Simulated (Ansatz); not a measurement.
Geometry optimisation, RKS LDA/def2-SVP in Ansatz.

input.yaml

```yaml
crystal:
  periodic: [false, false, false]
  atoms:
    - { symbol: B, position_ang: [-0.8638, 1.9967, -0.7051] }
    - { symbol: Sn, position_ang: [0.4876, 0.354, -0.3953] }
    - { symbol: C, position_ang: [1.2166, 0.4447, 1.5937] }
    - { symbol: Sn, position_ang: [-0.7908, -2.0478, -0.7635] }
    - { symbol: H, position_ang: [-1.4487, 2.1622, -1.7779] }
    - { symbol: H, position_ang: [-1.1264, 2.8217, 0.1563] }
    - { symbol: H, position_ang: [1.8449, 0.4695, -1.5269] }
    - { symbol: H, position_ang: [1.88651, -0.34448, 1.82202] }
    - { symbol: H, position_ang: [0.3692, 0.38764, 2.36814] }
    - { symbol: H, position_ang: [1.75398, 1.42917, 1.78602] }
    - { symbol: H, position_ang: [-1.5089, -2.1279, -2.3692] }
    - { symbol: H, position_ang: [-2.1648, -2.1522, 0.4034] }
    - { symbol: H, position_ang: [0.1918, -3.3643, -0.5163] }
basis:
  gaussian: { orbitals: def2-SVP }
hamiltonian:
  xc: lda
relax:
  f_tol: 0.015
  max_steps: 40
output:
  orbitals: {}
```

Run as:

```bash
$ ansatz run input.yaml --threads 2 --pin off --max-ram 3072MiB --backend cpu --events-out ev --progress --plain --runs-dir out
```

Task: Where does it end, and by what steps?

Result: It converged. After 27 steps the energy has fallen by 0.715 eV; H6 moved furthest, 1.55 Å. Joined: B1–Sn4.

```
step  energy less start (eV)  largest force component (eV/Å)  accepted
   0                  0.0000                           1.835       yes
   1                 -0.1463                           1.107       yes
   2                 -0.1570                           0.964       yes
   3                 -0.2401                           0.354       yes
   4                 -0.2643                           0.124       yes
   5                 -0.2734                           0.028       yes
   6                 -0.2725                           0.250        no
   7                 -0.2758                           0.044       yes
   8                 -0.2779                           0.071       yes
   9                 -0.2789                           0.079       yes
  10                 -0.2625                           0.561        no
  11                 -0.2819                           0.029       yes
  12                 -0.2845                           0.082       yes
  13                 -0.2909                           0.143       yes
  14                 -0.3126                           0.285       yes
  15                 -0.3642                           0.885       yes
  16                 -0.4934                           0.337       yes
  17                 -0.6029                           0.341       yes
  18                 -0.6761                           0.159       yes
  19                 -0.6913                           0.478       yes
  20                 -0.7035                           0.208       yes
  21                 -0.7039                           0.257       yes
  22                 -0.7020                           0.322        no
  23                 -0.7018                           0.585        no
  24                 -0.7118                           0.092       yes
  25                 -0.7124                           0.153       yes
  26                 -0.7132                           0.174       yes
  27                 -0.7150                           0.014       yes
```

```xyz
13
Properties=species:S:1:pos:R:3
B -1.168 1.120 -0.899
Sn 0.865 0.890 -0.240
C 1.532 0.423 1.743
Sn -1.294 -1.211 -0.861
H -1.286 1.450 -2.065
H -1.930 1.509 -0.030
H 2.189 0.416 -1.266
H 1.907 -0.621 1.767
H 0.707 0.548 2.472
H 2.369 1.102 2.012
H -1.705 -1.778 -2.429
H -2.463 -1.685 0.305
H 0.124 -2.134 -0.433
```

Time of the run: 34 s on 2 threads of Intel(R) Xeon(R) Platinum 8488C (Sapphire Rapids), with other jobs on the host, peak memory 0.19 GiB.
